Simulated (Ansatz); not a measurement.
Geometry optimisation, RKS PBE-D4/def2-SVP in Ansatz.

input.yaml

```yaml
crystal:
  periodic: [false, false, false]
  atoms:
    - { symbol: B, position_ang: [0.042319, 0.267904, -0.042352] }
    - { symbol: H, position_ang: [-0.078208, 0.276001, 1.152794] }
    - { symbol: F, position_ang: [1.204678, 0.543944, -0.615086] }
    - { symbol: F, position_ang: [-1.018506, 0.091585, -0.823587] }
    - { symbol: S, position_ang: [0.305197, -2.684415, 0.82819] }
    - { symbol: H, position_ang: [-0.969247, -2.782785, 0.364305] }
    - { symbol: H, position_ang: [-0.022232, -1.549434, 1.549035] }
basis:
  gaussian: { orbitals: def2-SVP }
hamiltonian:
  xc: pbe
  dispersion: d4
relax:
  f_tol: 0.03
  max_steps: 50
```

Command:

```bash
$ ansatz run input.yaml --threads 1 --pin off --max-ram 2048MiB --backend cpu --events-out ev --progress --plain --runs-dir out
```

Question: Where does it end, and by what steps?

Answer: The forces met the threshold. The force dipped under the threshold on the way, but the program's further checks kept it going. After 48 steps the energy has fallen by 0.160 eV; H7 moved furthest, 1.29 Å.

```
step  energy less start (eV)  largest force component (eV/Å)  accepted
   0                  0.0000                           0.606       yes
   2                 -0.0710                           0.286       yes
   4                 -0.0875                           0.295       yes
   6                 -0.1260                           0.118       yes
   8                 -0.1026                           0.894        no
  10                 -0.1341                           0.254        no
  12                 -0.1398                           0.016       yes
  14                 -0.1418                           0.116       yes
  16                 -0.1430                           0.188       yes
  18                 -0.1450                           0.069       yes
  20                 -0.1464                           0.064       yes
  22                 -0.1474                           0.059       yes
  24                 -0.1476                           0.249        no
  26                 -0.1482                           0.209        no
  28                 -0.1490                           0.020       yes
  30                 -0.1496                           0.077       yes
  32                 -0.1500                           0.204        no
  34                 -0.1504                           0.227        no
  36                 -0.1520                           0.067       yes
  38                 -0.1527                           0.117       yes
  40                 -0.1542                           0.140       yes
  42                 -0.1539                           0.302        no
  44                 -0.1570                           0.239        no
  46                 -0.1583                           0.104       yes
  48                 -0.1600                           0.016       yes
```

```xyz
7
Properties=species:S:1:pos:R:3
B 0.041 0.315 0.017
H 0.623 0.871 0.923
F 0.684 -0.043 -1.096
F -1.295 0.269 -0.011
S 0.266 -2.232 1.249
H 0.237 -2.781 0.003
H -1.094 -2.236 1.328
```

Whether the end is a true minimum wasn't checked by a vibrational analysis.

The run took 69 s on 1 thread of Arm Neoverse V2, with other jobs on the host, peak memory 0.14 GiB.
